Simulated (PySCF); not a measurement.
## Electric field gradients and quadrupole coupling constants

Compound: C5H8ClNO.
Numbering: `[CH2:1]=[C:2]([Cl:3])[NH:4][C:5](=[O:6])[CH2:7][CH3:8]` (hydrogens: H9, H10 on C1; H11 on N4; H12, H13 on C7; H14, H15, H16 on C8)

Cartesian coordinates in Å at the GFN2-xTB level; atoms count from 1:
```xyz
16
C5H8ClNO angstrom
C      2.754   -0.184   -0.998
C      2.182    0.712   -0.212
Cl     3.079    2.066    0.423
N      0.863    0.739    0.224
C     -0.125   -0.169   -0.077
O      0.039   -1.134   -0.780
C     -1.445    0.192    0.586
C     -2.532   -0.818    0.246
H      2.182   -1.010   -1.376
H      3.789   -0.106   -1.271
H      0.625    1.515    0.825
H     -1.289    0.230    1.668
H     -1.739    1.190    0.252
H     -3.468   -0.546    0.727
H     -2.685   -0.857   -0.829
H     -2.239   -1.810    0.578
```

Field gradients from the PBE0/pcSseg-1 density (PySCF, non-relativistic), principal values in atomic units, ordered |Vxx| ≤ |Vyy| ≤ |Vzz|:

| atom | Vxx | Vyy | Vzz |
| --- | --- | --- | --- |
| Cl3 | -1.8949 | -2.0362 | 3.9311 |
| N4 | 0.3716 | 0.5569 | -0.9285 |
| O6 | 0.7308 | 0.9714 | -1.7022 |

**Question.** Find the asymmetry η = (Vxx − Vyy)/Vzz and the couplings χ = eQV/h (234.96 MHz × Q in barn × V in au), with Q(35Cl) = −0.0817 b, Q(14N) = 0.02044 b, Q(17O) = −0.0256 b.

**Answer.** 
```
atom     environment  nucleus     η  χzz (MHz)  χxx (MHz)  χyy (MHz)
 Cl3  vinyl chlorine     35Cl  0.04     -75.46      36.38      39.09
  N4  amide nitrogen      14N  0.20     -4.459      1.785      2.675
  O6    amide oxygen      17O  0.14      10.24      -4.40      -5.84
```

The gradient is axial or nearly so (η below 0.05) at Cl3. The tensor is traceless: Vxx + Vyy + Vzz = 0.

**Question.** What is Vzz at Cl3 in SI units (1 au = 9.71736 × 10²¹ V/m²)?

**Answer.** 3.9311 au = 38.200 × 10²¹ V/m².

Were the hydrogens deuterons (Q(2H) = 0.00286 b), χzz would run from 202 kHz (H12 and H13) to 262 kHz (H11).

Isolated species at its GFN2-xTB geometry (one conformer only). GFN2-xTB bond lengths can be off by several hundredths of an ångström, more for odd bonds, and the gradients follow them. With so small a basis the couplings can be 20 % off.
